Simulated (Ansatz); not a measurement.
Input file for C2H8NO2Sc (`C[N](C)[Sc]([OH])[OH]`):

```yaml
crystal:
  periodic: [false, false, false]
  atoms:
    - {symbol: C, position_ang: [-0.559241, -1.448867, 0.800501]}
    - {symbol: N, position_ang: [0.185931, -0.337808, 0.263360]}
    - {symbol: C, position_ang: [1.576151, -0.399419, 0.639845]}
    - {symbol: Sc, position_ang: [-0.604291, 1.098512, -0.855951]}
    - {symbol: O, position_ang: [0.588593, 2.434490, -1.429458]}
    - {symbol: O, position_ang: [-2.446179, 0.942231, -1.201897]}
    - {symbol: H, position_ang: [-1.611350, -1.389499, 0.507478]}
    - {symbol: H, position_ang: [-0.167976, -2.415706, 0.445587]}
    - {symbol: H, position_ang: [-0.520336, -1.475614, 1.901230]}
    - {symbol: H, position_ang: [2.129068, 0.448716, 0.226000]}
    - {symbol: H, position_ang: [2.059090, -1.321225, 0.278079]}
    - {symbol: H, position_ang: [1.706567, -0.381125, 1.733688]}
    - {symbol: H, position_ang: [1.010626, 3.194214, -1.817764]}
    - {symbol: H, position_ang: [-3.346632, 1.051089, -1.490688]}
basis:
  gaussian: {orbitals: def2-SVP}
correlation: {method: ccsd_t}
```

```sh
$ ansatz run in.yaml --threads 4 --pin off --events-out ev --progress --plain --max-ram 11315MiB
```

Output of Ansatz, abridged:

```
Functional definition: HF
1458 factors; integrals over basis functions are off by at most 1.4e-3 eV
mean field evaluation 1: about -28404.6913 eV, gradient 6.4e1 eV
mean field evaluation 2: about -28404.8408 eV, gradient 6.4e1 eV
mean field evaluation 4: about -28413.2656 eV, gradient 3.8e0 eV
mean field evaluation 8: about -28413.3503 eV, gradient 2.1e-1 eV
mean field -28413.35064751 eV, -1044.1713770351 hartree, gradient 1.5e-6 eV, S^2 0.000000; 0 other end points of the search recorded, 0 dependent functions left out
10 core orbitals not correlated: weight in the atoms' cores, before any rotation towards them, 1.000 or more for the frozen orbitals, at most 0.000 for the correlated occupied ones
reference -28413.35064751 eV, -1044.1713770351 hartree; 22, 22 occupied and 109, 109 virtual orbitals, 1458 factors
second order -28.84394380 eV of doubles, -0.00000000 eV of singles
cycle   1  -29.42022114 eV  change   -5.8e-1 eV  update   1.4e-1
cycle   2  -30.08954995 eV  change   -6.7e-1 eV  update   4.9e-2
cycle   3  -30.33666069 eV  change   -2.5e-1 eV  update   2.8e-2
cycle   4  -30.34157051 eV  change   -4.9e-3 eV  update   7.7e-3
cycle   5  -30.33248188 eV  change    9.1e-3 eV  update   3.3e-3
cycle   6  -30.33283439 eV  change   -3.5e-4 eV  update   1.2e-3
cycle   7  -30.33241930 eV  change    4.2e-4 eV  update   4.6e-4
cycle   8  -30.33228636 eV  change    1.3e-4 eV  update   1.6e-4
cycle   9  -30.33236663 eV  change   -8.0e-5 eV  update   7.8e-5
cycle  10  -30.33238157 eV  change   -1.5e-5 eV  update   2.3e-5
perturbative correction -0.83774310 eV, -0.0307864911 hartree
Total energy: -28444.52077218 eV, -1045.3168579890 hartree
```

Run time 41 s (4 threads of an Arm Neoverse V1 on a shared host); peak host memory 1.2 GiB.

Correlation energy per correlated electron: -0.708 eV. T1 diagnostic: 0.0148.
